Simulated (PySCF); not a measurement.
C4H9FOSi.
Numbering: `[F:1][CH2:2][O:3][C@@H:4]1[CH2:5][CH2:6][SiH2:7]1` (hydrogens: H8, H9 on C2; H10 on C4; H11, H12 on C5; H13, H14 on C6; H15, H16 on Si7)

The same species was optimised twice, with GFN2-xTB and with PBE0-D3(BJ)/def2-SVP (PySCF), and the same property calculations (PySCF, gas phase) were run on both structures.

| coordinate | GFN2-xTB | PBE0-D3(BJ)/def2-SVP | change |
| --- | --- | --- | --- |
| O3–C4 (Å) | 1.435 | 1.409 | -0.026 |
| C4–Si7 (Å) | 1.933 | 1.916 | -0.017 |
| C6–Si7 (Å) | 1.916 | 1.901 | -0.015 |
| F1–C2 (Å) | 1.389 | 1.377 | -0.012 |
| C2–O3 (Å) | 1.350 | 1.360 | +0.010 |
| C5–C6 (Å) | 1.542 | 1.550 | +0.008 |
| C4–C5 (Å) | 1.536 | 1.537 | +0.001 |
| O3–C4–Si7 (°) | 117.7 | 123.3 | +5.6 |
| C5–C6–Si7 (°) | 91.5 | 87.0 | -4.5 |
| C5–C4–Si7 (°) | 91.0 | 86.9 | -4.1 |
| O3–C4–C5 (°) | 111.1 | 113.7 | +2.6 |
| C4–Si7–C6 (°) | 75.5 | 76.5 | +1.0 |
| F1–C2–O3 (°) | 111.8 | 111.3 | -0.5 |
| C2–O3–C4 (°) | 114.0 | 113.8 | -0.2 |
| C4–C5–C6 (°) | 99.8 | 99.9 | +0.1 |
| F1–C2–O3–C4 (°) | -68 | -66 | +2 |
| C2–O3–C4–C5 (°) | -178 | 176 | -6 |

Rotational constants: A = 4004, B = 1524, C = 1179 MHz (GFN2-xTB) against A = 4139, B = 1505, C = 1176 MHz (PBE0-D3(BJ)/def2-SVP). Point groups within 0.08 Å: C1 and C1.

On the GFN2-xTB structure: HOMO (eV) -7.26 [PBE0/pcSseg-1]; LUMO (eV) 0.41 [PBE0/pcSseg-1]; dipole (D) 1.49 [PBE0/pcSseg-1]; GIAO shielding of F1 (ppm) 350.5 [PBE0/pcSseg-1]; GIAO shielding of C2 (ppm) 78.1 [PBE0/pcSseg-1]; GIAO shielding of O3 (ppm) 225.4 [PBE0/pcSseg-1]; GIAO shielding of C4 (ppm) 109.3 [PBE0/pcSseg-1]; GIAO shielding of C5 (ppm) 155.1 [PBE0/pcSseg-1]; GIAO shielding of C6 (ppm) 181.6 [PBE0/pcSseg-1]; GIAO shielding of Si7 (ppm) 372.7 [PBE0/pcSseg-1].

Task: What do these properties become on the PBE0-D3(BJ)/def2-SVP structure?

Result: 
```json
{"property": "HOMO (eV)", "level": "PBE0/pcSseg-1", "on GFN2-xTB": "-7.26", "on PBE0-D3(BJ)/def2-SVP": "-7.34", "change": "-0.08"}
{"property": "LUMO (eV)", "level": "PBE0/pcSseg-1", "on GFN2-xTB": "0.41", "on PBE0-D3(BJ)/def2-SVP": "0.59", "change": "+0.18"}
{"property": "dipole (D)", "level": "PBE0/pcSseg-1", "on GFN2-xTB": "1.49", "on PBE0-D3(BJ)/def2-SVP": "1.56", "change": "+0.07"}
{"property": "energy, GFN2-xTB geometry as zero (kcal/mol)", "level": "PBE0/pcSseg-1", "on GFN2-xTB": "0.0", "on PBE0-D3(BJ)/def2-SVP": "-2.7", "change": "-2.7"}
{"property": "GIAO shielding of F1 (ppm)", "level": "PBE0/pcSseg-1", "on GFN2-xTB": "350.5", "on PBE0-D3(BJ)/def2-SVP": "358.4", "change": "+7.9"}
{"property": "GIAO shielding of C2 (ppm)", "level": "PBE0/pcSseg-1", "on GFN2-xTB": "78.1", "on PBE0-D3(BJ)/def2-SVP": "79.3", "change": "+1.2"}
{"property": "GIAO shielding of O3 (ppm)", "level": "PBE0/pcSseg-1", "on GFN2-xTB": "225.4", "on PBE0-D3(BJ)/def2-SVP": "233.3", "change": "+7.9"}
{"property": "GIAO shielding of C4 (ppm)", "level": "PBE0/pcSseg-1", "on GFN2-xTB": "109.3", "on PBE0-D3(BJ)/def2-SVP": "114.7", "change": "+5.4"}
{"property": "GIAO shielding of C5 (ppm)", "level": "PBE0/pcSseg-1", "on GFN2-xTB": "155.1", "on PBE0-D3(BJ)/def2-SVP": "152.8", "change": "-2.3"}
{"property": "GIAO shielding of C6 (ppm)", "level": "PBE0/pcSseg-1", "on GFN2-xTB": "181.6", "on PBE0-D3(BJ)/def2-SVP": "180.5", "change": "-1.1"}
{"property": "GIAO shielding of Si7 (ppm)", "level": "PBE0/pcSseg-1", "on GFN2-xTB": "372.7", "on PBE0-D3(BJ)/def2-SVP": "372.6", "change": "-0.1"}
```

The heavy atoms differ by 0.119 Å rms after alignment. Among bonds between heavy atoms O3–C4 changes most (-0.026 Å). Changes are differences of the printed values. Neither structure is proved a minimum here.

The values belong to the conformer `[F:1][CH2:2][O:3][C@@H:4]1[CH2:5][CH2:6][SiH2:7]1`: F1–C2–O3–C4 -66°, C2–O3–C4–C5 176°.
